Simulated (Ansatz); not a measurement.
Program: Ansatz 0.2.0.

C2H5GeNS (`[SH][GeH2][C]1=NC1`) at its PBE0-D4/def2-TZVP geometry, where that method's forces vanish. Charge 0, multiplicity 1.

```
atom    x (Å)    y (Å)    z (Å)
  S1  -2.7148   0.7831  -0.1053
 Ge2  -1.2141  -0.8251   0.1571
  C3   0.4913   0.0784  -0.0193
  N4   0.8705   1.2545  -0.2270
  C5   1.9428   0.2063  -0.0585
  H6  -1.7493   1.7063  -0.2746
  H7  -1.3313  -1.8984  -0.9337
  H8  -1.3026  -1.4672   1.5483
  H9   2.4930  -0.0759  -0.9512
 H10   2.5143   0.2379   0.8644
```

**Question.** For each bond, give half the difference of the two atoms' forces along it (eV/Å; positive pushes the atoms apart) under PBE-D4, r2SCAN-D4, B3LYP-D4, ωB97M-V in def2-TZVPP. (An estimate is asked.)

**Answer.** The calculation gave: 
```
  bond  length (Å)  PBE-D4  r2SCAN-D4  B3LYP-D4  ωB97M-V
S1–Ge2       2.215    0.18       0.05      0.23     0.04
 S1–H6       1.347    0.27       0.02     -0.03    -0.10
Ge2–C3       1.938   -0.38      -0.18      0.06     0.02
Ge2–H7       1.535    0.07      -0.04     -0.07    -0.11
Ge2–H8       1.535    0.07      -0.04     -0.07    -0.11
 C3–N4       1.253    1.04       0.47      0.05    -0.04
 C3–C5       1.458    0.44       0.29      0.20     0.23
 N4–C5       1.509    0.70       0.47      0.37     0.19
 C5–H9       1.086   -0.01      -0.11     -0.15    -0.15
C5–H10       1.086   -0.01      -0.11     -0.15    -0.15
```

B3LYP here is the variant with VWN-RPA as its local correlation; programs differ in this.
